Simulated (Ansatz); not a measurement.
C$_{6}$H$_{4}$O$_{2}$, triplet, at a GFN2-xTB geometry of the parent state (a higher spin typed on purpose: for a closed-shell molecule this is an excited state); Ansatz (an electronic-structure program) with CAM-B3LYP/6-31G*.

Ansatz was given this input:
Ansatz 0.2 input:
```yaml
crystal:
  periodic: [false, false, false]
  atoms:
    - {symbol: O, position_ang: [2.61718484, 0.51914830, -0.01082416]}
    - {symbol: C, position_ang: [1.42622774, 0.28290845, -0.00589860]}
    - {symbol: C, position_ang: [0.41173671, 1.35470827, 0.04155026]}
    - {symbol: C, position_ang: [-0.89730690, 1.09504462, 0.04696421]}
    - {symbol: C, position_ang: [-1.42622774, -0.28290845, 0.00589860]}
    - {symbol: O, position_ang: [-2.61718484, -0.51914830, 0.01082416]}
    - {symbol: C, position_ang: [-0.41173671, -1.35470827, -0.04155026]}
    - {symbol: C, position_ang: [0.89730690, -1.09504462, -0.04696421]}
    - {symbol: H, position_ang: [0.79604929, 2.36494929, 0.07169503]}
    - {symbol: H, position_ang: [-1.63787548, 1.88215271, 0.08176126]}
    - {symbol: H, position_ang: [-0.79604929, -2.36494929, -0.07169503]}
    - {symbol: H, position_ang: [1.63787548, -1.88215271, -0.08176126]}
basis:
  gaussian:
    orbitals: 6-31G*
hamiltonian:
  xc: cam_b3lyp
magnetization: {spin_polarized: true, initial_magnetization: 2}
```

**Question.** Predict the main parts of the log of this Ansatz run.

**Answer.** 
```
Functional definition: CAM-B3LYP
1248 factors; integrals over basis functions are off by at most 1.5e-3 eV
354 factors; integrals over basis functions are off by at most 4.7e-6 eV
mean field evaluation 1: about -10366.1935 eV, gradient 3.8e1 eV
mean field evaluation 2: about -10363.1154 eV, gradient 5.2e1 eV
mean field evaluation 4: about -10371.9022 eV, gradient 2.7e0 eV
mean field evaluation 8: about -10372.2557 eV, gradient 3.3e-1 eV
mean field evaluation 16: about -10372.2578 eV, gradient 1.0e-3 eV
mean field evaluation 32: about -10372.4388 eV, gradient 4.1e0 eV
mean field -10372.53216520 eV, -381.1835263164 hartree, gradient 1.9e-5 eV, S^2 2.040948; 4 other end points of the search recorded, 0 dependent functions left out
reference -10372.53225647 eV, -381.1835296705 hartree; 29, 27 occupied and 99, 101 virtual orbitals, 1248 factors
Total energy: -10372.53225647 eV, -381.1835296705 hartree
```
